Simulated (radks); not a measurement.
The numbers below are computed, except where a source is named.
All-electron atom: the nitrogen ion N4+ in [He] 2s0.75 3d0.25 (fractional occupations, a model configuration).

Level of theory: scalar-relativistic Kohn-Sham, SCAN, spin-polarised, spherical densities, finite nucleus; open shells are filled with parallel spins first; meta-GGA in the generalised Kohn-Sham scheme; Fermi nuclear charge, rms radius 2.5582 fm (a radial shooting solver on a logarithmic mesh with Libxc functionals).

Energy parts (eV):
part                     energy
total                 -1301.736
kinetic                1301.838
electron-nucleus      -2769.411
Hartree                 291.161
exchange-correlation   -125.324

Orbitals (lengths in bohr, moments of r in powers of bohr):
orbital  occ.  eigenvalue (eV)    <r^4>
1s up       1        -488.9859  0.01266
1s down     1        -488.0759  0.01254
2s up    0.75         -91.4875    2.728
3d up    0.25         -29.8600    53.41

The highest occupied level is 3d up at -29.860 eV. The electron density at the nucleus is 209 e/bohr^3 (large components only). The density falls to 0.001 e/bohr^3 at r = 2.69 bohr. Summed over all electrons, <r^2> = 2.531 bohr^2, which gives a Langevin (diamagnetic) susceptibility term of -2 x 10^-6 cm^3/mol.
